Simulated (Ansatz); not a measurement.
```yaml
crystal:
  periodic: [false, false, false]
  atoms:
    - {symbol: F, position_ang: [-1.175759, 1.904861, 0.287181]}
    - {symbol: Si, position_ang: [-0.322033, 0.878433, -0.594099]}
    - {symbol: Si, position_ang: [0.540405, -0.823921, 0.756048]}
    - {symbol: I, position_ang: [-1.797090, -0.133127, -2.249430]}
    - {symbol: H, position_ang: [0.687720, 1.672400, -1.334212]}
    - {symbol: H, position_ang: [1.410432, -0.256387, 1.820113]}
    - {symbol: H, position_ang: [1.337780, -1.731286, -0.108999]}
    - {symbol: H, position_ang: [-0.589256, -1.567974, 1.367696]}
basis:
  gaussian: {orbitals: def2-TZVPP}
total_charge: 1
magnetization: {spin_polarized: true, initial_magnetization: 1}
hamiltonian: {xc: {name: wB97X-D}, dispersion: d3bjatm}
output: {forces: true}
```

```sh
$ ansatz run in.yaml --threads 4 --pin off --events-out ev --progress --plain --max-ram 10444MiB
```

Output, abridged:

```
Error: YAML parse error: error: line 16 column 19: hamiltonian.xc: no functional is named "wB97X-D"; the names, which are not case-sensitive, are SVWN5, SPW92, PBE, PBE0, PBEsol, revPBE, revPBE0, RPBE, rPW86-PBE, HSE06, wPBEh, LC-wPBE, HISS, HF, BLYP, B3LYP, B3LYP5, BHLYP, CAM-B3LYP, r2SCAN, r2SCANh, r2SCAN0, r2SCAN50, m-r2SCAN, B97, wB97, wB97X, wB97X-V, B97M-V, wB97M-V, B2PLYP, B2GP-PLYP, PBE0-DH, PBE-QIDH
14 | total_charge: 1
15 | magnetization: {spin_polarized: true, initial_magnetization: 1}
16 | hamiltonian: {xc: {name: wB97X-D}, dispersion: d3bjatm}
17 | output: {forces: true}
```

Question: What is wrong with this run?

Answer: The method's name isn't one that the program takes here. The program refused the input.

HSE06 is defined as in plane-wave codes.
